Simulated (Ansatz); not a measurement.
The pair A = CH4 (SMILES C) (first 5 atoms), B = H4OSi (SMILES O[SiH3]); geometry from B3LYP-D3(BJ)/def2-TZVP.
(charge 0, multiplicity 1):
```xyz
11

C      0.1916    -0.0203     0.4859
H     -0.7643    -0.2195     0.9682
H      0.0641    -0.0530    -0.5948
H      0.5468     0.9708     0.7689
H      0.9156    -0.7816     0.7778
O      0.9984     0.2246     3.7993
Si    -0.5663     0.0890     4.3104
H      1.1627     0.1952     2.8533
H     -1.4156     1.1810     3.7725
H     -0.5207     0.1692     5.7837
H     -1.1696    -1.2019     3.8945
```

Correlated levels freeze the cores. MP2 and its Hartree–Fock in aug-cc-pV(T+d)Z are density fitted.

Programs: Ansatz (an electronic-structure program) with Gaussian orbitals. 

The counterpoise-corrected interaction energy is E(AB) − E(A in the pair's basis) − E(B in the pair's basis). Total energies (hartree):

```
level                              AB  A in the pair's basis  B in the pair's basis
-----------------------  ------------  ---------------------  ---------------------
HF/aug-cc-pV(D+d)Z       -406.3754202            -40.1998987           -366.1763795
MP2/aug-cc-pV(D+d)Z      -406.8635747            -40.3682564           -366.4937108
HF/aug-cc-pV(T+d)Z       -406.4263749            -40.2135416           -366.2135938
MP2/aug-cc-pV(T+d)Z      -407.0157185            -40.4145503           -366.5990238
CCSD(T)/aug-cc-pV(D+d)Z  -406.9280793            -40.3960957           -366.5302679
```

Question: Work out the counterpoise-corrected interaction energy at the basis-set limit: extrapolate the MP2 correlation part as X⁻³, take Hartree–Fock from the larger set, and add the CCSD(T) − MP2 difference of aug-cc-pV(D+d)Z.

Answer: 
1. Differences (1 hartree = 627.509 kcal/mol): HF/aug-cc-pV(D+d)Z 0.538; MP2/aug-cc-pV(D+d)Z -1.009; HF/aug-cc-pV(T+d)Z 0.477; MP2/aug-cc-pV(T+d)Z -1.346; CCSD(T)/aug-cc-pV(D+d)Z -1.077.
2. Correlation parts, MP2 less HF: -1.547 in aug-cc-pV(D+d)Z (X = 2), -1.823 in aug-cc-pV(T+d)Z (X = 3).
3. Limit (3³·(-1.823) − 2³·(-1.547))/(3³ − 2³) = -1.939; with HF/aug-cc-pV(T+d)Z it gives -1.462.
4. CCSD(T) less MP2 in aug-cc-pV(D+d)Z: -0.068.
Result: -1.53 kcal/mol, against -1.01 at MP2/aug-cc-pV(D+d)Z. It is an estimate of this method's limit, not of the exact value.
